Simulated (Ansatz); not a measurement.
Geometry optimisation, RKS B3LYP-D4/6-31G* (Ansatz).

input.yaml

```yaml
crystal:
  periodic: [false, false, false]
  atoms:
    - { symbol: B, position_ang: [0.76043, -1.69393, 1.32122] }
    - { symbol: C, position_ang: [-0.06728, -0.74432, 0.88303] }
    - { symbol: S, position_ang: [-0.98946, -0.13521, -0.36355] }
    - { symbol: O, position_ang: [0.04007, 0.90288, -1.18981] }
    - { symbol: H, position_ang: [0.24312, 0.55789, -2.06518] }
basis:
  gaussian: { orbitals: "6-31G*" }
hamiltonian:
  xc: b3lyp
  dispersion: d4
relax:
  f_tol: 0.015
  max_steps: 40
```

Run as:

```bash
$ ansatz run input.yaml --threads 1 --pin off --max-ram 2048MiB --backend cpu --events-out ev --progress --plain --runs-dir out
```

Q: Where does it end, and by what steps?

A: It converged. After 11 steps the energy has fallen by 0.632 eV; H5 moved furthest, 0.56 Å.

| step | energy less start (eV) | largest force component (eV/Å) | accepted |
| --- | --- | --- | --- |
| 0 | 0.0000 | 4.875 | yes |
| 1 | -0.3817 | 2.519 | yes |
| 2 | -0.5419 | 0.711 | yes |
| 3 | -0.5632 | 0.185 | yes |
| 4 | -0.5764 | 0.565 | yes |
| 5 | -0.3478 | 3.388 | no |
| 6 | -0.5941 | 0.430 | yes |
| 7 | -0.6012 | 0.922 | yes |
| 8 | -0.6274 | 0.208 | yes |
| 9 | -0.6286 | 0.192 | yes |
| 10 | -0.6315 | 0.017 | yes |
| 11 | -0.6316 | 0.003 | yes |

```xyz
5
Properties=species:S:1:pos:R:3
B 0.723 -1.736 1.620
C -0.152 -0.766 0.885
S -0.769 -0.301 -0.459
O 0.316 0.727 -1.311
H -0.131 0.962 -2.148
```

The run took 17 s on 1 thread of Intel(R) Xeon(R) 6975P-C (Granite Rapids) (shared host), peak memory 0.18 GiB.
